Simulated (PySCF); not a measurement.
Rigid-rotor lines calculated for a species of formula FGe2H8NSi (commonest isotopes; PySCF 2.14.0, PBE0-D3(BJ)/def2-SVP geometry optimisation, gas phase), labelled J(Ka,Kc):

```
     transition     MHz
2(1,1) ← 1(1,0)  3628.9
2(0,2) ← 1(0,1)  3416.9
2(1,2) ← 1(1,1)  3237.5
1(0,1) ← 0(0,0)  1716.6
1(1,1) ← 0(0,0)  3374.8
```

Find the rotational constants.

1(0,1) ← 0(0,0) is B + C, 2(1,1) ← 1(1,0) is 3B + C and 2(1,2) ← 1(1,1) is B + 3C, so B − C is half the difference of the last two, 195.7 MHz. 1(1,1) ← 0(0,0) is A + C. A = 2614.4, B = 956.1, C = 760.4 MHz.

What moments of inertia, asymmetry and inertial defect follow?

I = 505379 MHz·u·Å² over each constant: Ia = 193.31, Ib = 528.56, Ic = 664.58 u·Å²; κ = (2B − A − C)/(A − C) = -0.789 (asymmetric top); Δ = Ic − Ia − Ib = -57.28 u·Å².

Which dipole components do these lines need?

μa and μb (a-type: ΔKa even, ΔKc odd; b-type: both odd). The calculation gives |μa| = 0.61 D, |μb| = 1.45 D, |μc| = 0.46 D.

Predict further lines from these constants: 2(1,1) ← 2(0,2); 2(0,2) ← 1(1,1); 3(3,1) ← 2(2,1); 3(1,2) ← 3(0,3); 2(2,1) ← 1(1,0); 2(2,1) ← 2(1,1); 3(0,3) ← 2(0,2); 3(3,1) ← 3(2,1); 2(2,0) ← 1(1,0); 3(1,3) ← 2(0,2); 3(1,2) ← 2(2,1); 3(2,1) ← 2(1,2); 2(2,0) ← 1(1,1).

```
     transition    MHz  type  branch
3(1,2) ← 2(2,1)    458     b       R
2(0,2) ← 1(1,1)   1759     b       R
2(1,1) ← 2(0,2)   2066     b       Q
3(1,2) ← 3(0,3)   2413     b       Q
2(2,1) ← 2(1,1)   4975     c       Q
3(0,3) ← 2(0,2)   5085     a       R
3(1,3) ← 2(0,2)   6325     b       R
2(2,1) ← 1(1,0)   8604     b       R
2(2,0) ← 1(1,0)   8620     c       R
3(3,1) ← 3(2,1)   8709     c       Q
2(2,0) ← 1(1,1)   8816     b       R
3(2,1) ← 2(1,2)  10792     b       R
3(3,1) ← 2(2,1)  13940     c       R
```

Which structure gave them?

`[NH2][Ge@H]([F])[GeH2][SiH3]`, point group C1. Three constants can't fix a structure by themselves; this is the one that was computed:
```
atom  x, y, z in Å
N1     2.718   -0.587   -0.191
Ge2    1.260   -0.016    0.722
F3     0.402   -1.377    1.457
Ge4   -0.411    0.930   -0.748
Si5   -2.479   -0.006   -0.028
H6     2.542   -1.122   -1.036
H7     3.456   -1.028    0.350
H8     1.742    0.815    1.922
H9    -0.088    0.536   -2.203
H10   -0.405    2.467   -0.649
H11   -3.626    0.629   -0.747
H12   -2.477   -1.471   -0.305
H13   -2.636    0.231    1.437
```

The values belong to one conformer (point group C1) with, in the numbering `[NH2:1][Ge@H:2]([F:3])[GeH2:4][SiH3:5]`, H–N1–Ge2–F3 69° and -64°, N1–Ge2–Ge4–Si5 135°. Stationary, but not proved a minimum. No vibrational averaging or centrifugal distortion is included, and the geometry carries the error of its method. A rigid rotor knows nothing of inversion at nitrogen or internal rotation, which can split or shift real lines. Quadrupole hyperfine structure (14N) is left out.
